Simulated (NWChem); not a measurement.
Molecule: C$_{2}$H$_{4}$ClFSi; SMILES C(=C/F)/[SiH2]Cl

```xyz
9

F      0.5094    -2.6797     0.0000
C     -0.7143    -2.1143     0.0000
C     -0.8706    -0.7825     0.0000
Si     0.5857     0.3946     0.0000
Cl    -0.1698     2.3391     0.0000
H     -1.5150    -2.8745     0.0000
H     -1.9028    -0.3977     0.0000
H      1.4362     0.2212    -1.2241
H      1.4362     0.2212     1.2241
```
Atoms are numbered in this order, from 1.

Level: PBE-D3(BJ)/def2-SVP (NWChem), optimised geometry, unscaled harmonic frequencies. 

```json
[
 {"frequency (cm⁻¹)": "2", "IR intensity (km/mol)": "1.2"},
 {"frequency (cm⁻¹)": "108", "IR intensity (km/mol)": "2.5"},
 {"frequency (cm⁻¹)": "186", "IR intensity (km/mol)": "1.3"},
 {"frequency (cm⁻¹)": "317", "IR intensity (km/mol)": "7.3"},
 {"frequency (cm⁻¹)": "521", "IR intensity (km/mol)": "51.9"},
 {"frequency (cm⁻¹)": "591", "IR intensity (km/mol)": "43.5"},
 {"frequency (cm⁻¹)": "606", "IR intensity (km/mol)": "11.2"},
 {"frequency (cm⁻¹)": "690", "IR intensity (km/mol)": "8.8"},
 {"frequency (cm⁻¹)": "734", "IR intensity (km/mol)": "37.0"},
 {"frequency (cm⁻¹)": "745", "IR intensity (km/mol)": "84.2"},
 {"frequency (cm⁻¹)": "848", "IR intensity (km/mol)": "194.5"},
 {"frequency (cm⁻¹)": "909", "IR intensity (km/mol)": "1.2"},
 {"frequency (cm⁻¹)": "921", "IR intensity (km/mol)": "63.3"},
 {"frequency (cm⁻¹)": "995", "IR intensity (km/mol)": "89.2"},
 {"frequency (cm⁻¹)": "1187", "IR intensity (km/mol)": "61.0"},
 {"frequency (cm⁻¹)": "1311", "IR intensity (km/mol)": "2.6"},
 {"frequency (cm⁻¹)": "1648", "IR intensity (km/mol)": "173.8"},
 {"frequency (cm⁻¹)": "2179", "IR intensity (km/mol)": "68.0"},
 {"frequency (cm⁻¹)": "2183", "IR intensity (km/mol)": "103.7"},
 {"frequency (cm⁻¹)": "3106", "IR intensity (km/mol)": "9.6"},
 {"frequency (cm⁻¹)": "3137", "IR intensity (km/mol)": "3.5"}
]
```

* **zero-point energy**: 32.8 kcal/mol
* **thermal correction to the enthalpy at 298.15 K (with zero-point energy)**: 37.5 kcal/mol
* **heat capacity Cv**: 21.3 cal/(mol K)
* **entropy at 298.15 K and 1 atm (symmetry number 1)**: 88.5 cal/(mol K)
* **dipole moment**: 1.86 D

Rigid rotor and harmonic oscillator; modes under 100 cm⁻¹ make the entropy uncertain.
